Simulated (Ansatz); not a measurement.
Mulliken charges of `[F][SnH]1[NH]P[O]1` from PBE/def2-TZVPP in Ansatz (PBE0-D4/def2-TZVP geometry).

| atom | x (Å) | y (Å) | z (Å) | charge (e) |
| --- | --- | --- | --- | --- |
| F1 | -1.039 | 2.103 | -0.796 | -0.434 |
| Sn2 | -0.222 | 0.939 | 0.481 | 1.106 |
| N3 | 1.084 | -0.341 | -0.379 | -0.467 |
| P4 | 0.007 | -1.698 | -0.210 | 0.211 |
| O5 | -1.178 | -0.801 | 0.523 | -0.501 |
| H6 | -0.050 | 1.868 | 1.884 | -0.078 |
| H7 | 2.022 | -0.459 | -0.022 | 0.149 |
| H8 | -0.532 | -1.670 | -1.538 | 0.014 |

Question: By hand: the dipole of these point charges (1 e Å = 4.8032 D).

Answer: Σ q r = (0.589, 0.091, 0.576) e Å, of length 0.829 e Å = 3.98 D.

Question: How does the dipole of the full density compare? (Estimate.)

Answer: The calculation gave: (0.501, 0.209, 0.468) e Å, 3.44 D; the point charges give 1.16 times that, at 11° from its direction.

Point charges leave out the atoms' own dipoles, such as those of lone pairs, and Mulliken's split depends on the basis, so the two needn't agree.
